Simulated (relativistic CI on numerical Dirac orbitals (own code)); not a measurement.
# Tc⁺: resonant inelastic scattering at the L2,3 edge

Computed with this model: Dirac-Coulomb-Breit CI, orbitals from a KLI potential per configuration, model QED (radiative potential, 1s self-energy scaled to tabulated hydrogen-like ionisation energies), Kramers-Heisenberg scattering through one core-hole configuration in a parametric crystal field, unscaled Slater integrals; configurations [Kr] 4d6 → [He] 2s2 2p5 3s2 3p6 3d10 4s2 4p6 4d7; 10 K; core-hole width 1.6 eV; summed over polarisations. Incident energies are the highest absorption maxima for each field (at most a few, so the weaker spin-orbit partner edge can be absent), on the computed scale of the free ion. Intensities are in per cent of the strongest line above 0.02 eV; levels within 1 cm⁻¹ are merged; final levels count from the ground level, the first row holds all elastic scattering, lines under 0.4 are left out and each table stops after 24 rows. The scale of the Slater integrals is a model choice and moves the terms in proportion. The configuration is assumed, with all valence electrons in the open shell; the free ion's ground configuration is another.

Field parameters in Wybourne normalisation: D4h B²₀ = −7Ds, B⁴₀ = 21(Dq − Dt), B⁴₄ = 21√(5/14) Dq. The field is a parameter set, without covalency.

S is read from ⟨S²⟩ = S(S + 1).

D4h, 10Dq = 10100, Ds = -1500, Dt = 270 cm⁻¹:

```tsv
Final level (eV)	Degeneracy	Irrep	S	2678.6 eV	2795.1 eV
0.000	1	A1	1.99	1326.6	159.9
0.000	1	A2	1.99	13.3	0.5
0.007	2	E	2.00	69.7	33.7
0.010	1	B2	2.00	0.7	1.0
0.697	2	E	2.00	89.6	56.6
0.703	1	B1	1.99	1.1	3.8
0.713	1	B2	1.99	0.9	4.1
0.724	2	E	1.99	4.0	1.5
0.735	1	A1	1.98	4.1	4.4
0.755	1	A2	1.99	5.3	5.4
0.770	2	E	1.99	100.0	12.5
1.155	1	A1	0.87	32.0	19.2
1.225	1	A2	1.11	30.0	15.5
1.250	2	E	1.02	1.7	1.6
1.264	1	B1	1.75	0.8	2.6
1.265	1	A1	1.98	51.0	11.7
1.265	2	E	1.99	0.7	1.1
1.268	1	A2	1.93	57.0	11.9
1.270	1	B1	1.35	3.7	3.2
1.276	1	B2	1.01	3.1	4.5
1.366	1	A1	0.57	6.5	4.6
1.620	2	E	1.02	4.7	10.9
1.663	1	A1	0.94	1.8	2.5
1.719	1	B1	1.01	10.6	14.1
```

D4h, 10Dq = 10100, Ds = -860, Dt = 270 cm⁻¹:

```
Final level (eV)  Degeneracy  Irrep     S  2678.4 eV  2794.9 eV
           0.000           1     A1  1.99     1207.7      149.2
           0.000           1     A2  1.99       10.2        0.2
           0.006           2      E  2.00       65.2       31.7
           0.009           1     B2  2.00        0.8        0.9
           0.460           2      E  2.00       76.5       59.6
           0.467           1     B1  1.99        0.6        3.6
           0.477           1     B2  1.99        0.4        3.8
           0.488           2      E  1.99        3.5        1.7
           0.500           1     A1  1.98        3.9        3.9
           0.519           1     A2  1.99        5.0        5.0
           0.534           2      E  1.99      100.0       10.8
           1.074           1     A1  0.65       20.5       13.1
           1.191           1     B1  1.01        6.7        9.6
           1.200           1     B2  1.01        4.8        7.8
           1.208           2      E  1.01        2.4        1.8
           1.217           1     A2  1.05       22.0       13.5
           1.264           1     A1  1.98       35.1        8.0
           1.264           2      E  1.99        0.9        0.8
           1.265           1     A2  1.97       42.8        8.2
           1.281           1     A1  0.80       12.6        9.5
           1.489           2      E  1.03        2.9        6.7
           1.516           1     A1  1.92        1.7        0.6
           1.517           2      E  1.92       19.3        4.6
           1.521           1     B1  1.97       37.6       11.4
```

For the first field the strongest loss at the lowest incident energy is the level at 0.77 eV (S = 1.99, against 1.99 in the thermal ground state). Levels of other spin, the first over 8 % at 1.16 eV, appear because spin-orbit coupling of the core hole, and in heavier ions of the valence shell too, mixes spins.
